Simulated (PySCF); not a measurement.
C12H6F2S2, SMILES Fc1cccc(F)c1-c1cc2sccc2s1, singlet, GFN2-xTB optimised geometry.

```
22

F     -2.85     0.11     0.00
C     -2.18     1.27     0.00
C     -2.94     2.42     0.00
C     -2.32     3.66     0.00
C     -0.94     3.72     0.00
C     -0.20     2.56     0.00
F      1.14     2.69     0.00
C     -0.77     1.27     0.00
C      0.03     0.06     0.00
C     -0.41    -1.24     0.00
C      0.65    -2.15     0.00
S      0.78    -3.88     0.00
C      2.51    -3.76     0.00
C      2.97    -2.48     0.00
C      1.91    -1.56     0.00
S      1.78     0.16     0.00
H     -4.01     2.33     0.00
H     -2.91     4.56     0.00
H     -0.42     4.67     0.00
H     -1.44    -1.55     0.00
H      3.08    -4.67     0.00
H      4.01    -2.22     0.00
```

Density from CAM-B3LYP/def2-SVP (PySCF) at that geometry.

Minimum of the electron density along straight lines between bonded atoms, close to the bond critical point (lines longer than 1.1 times the sum of covalent radii, or with two minima, are not listed):

| bond | length / Å | ρ at the minimum / e bohr⁻³ | ∇²ρ there / e bohr⁻⁵ | position (fraction from the first atom) |
|---|---|---|---|---|
| F1–C2 | 1.348 | 0.252 | 0.13 | 0.67 |
| C2–C3 | 1.380 | 0.321 | -0.86 | 0.52 |
| C3–C4 | 1.383 | 0.314 | -0.81 | 0.50 |
| C4–C5 | 1.383 | 0.314 | -0.81 | 0.50 |
| C5–C6 | 1.380 | 0.321 | -0.86 | 0.48 |
| C6–F7 | 1.348 | 0.252 | 0.13 | 0.33 |
| C2–C8 | 1.405 | 0.305 | -0.77 | 0.51 |
| C6–C8 | 1.404 | 0.306 | -0.78 | 0.51 |
| C8–C9 | 1.448 | 0.277 | -0.67 | 0.50 |
| C9–C10 | 1.375 | 0.315 | -0.78 | 0.51 |
| C10–C11 | 1.400 | 0.302 | -0.76 | 0.49 |
| C11–S12 | 1.730 | 0.212 | -0.47 | 0.48 |
| S12–C13 | 1.732 | 0.213 | -0.47 | 0.53 |
| C13–C14 | 1.358 | 0.325 | -0.83 | 0.51 |
| C11–C15 | 1.391 | 0.312 | -0.77 | 0.50 |
| C14–C15 | 1.409 | 0.296 | -0.73 | 0.49 |
| C9–S16 | 1.761 | 0.203 | -0.41 | 0.47 |
| C15–S16 | 1.719 | 0.218 | -0.52 | 0.49 |
| C3–H17 | 1.078 | 0.284 | -1.10 | 0.64 |
| C4–H18 | 1.078 | 0.286 | -1.12 | 0.64 |
| C5–H19 | 1.078 | 0.284 | -1.10 | 0.64 |
| C10–H20 | 1.072 | 0.289 | -1.16 | 0.65 |
| C13–H21 | 1.072 | 0.287 | -1.14 | 0.65 |
| C14–H22 | 1.074 | 0.285 | -1.12 | 0.64 |
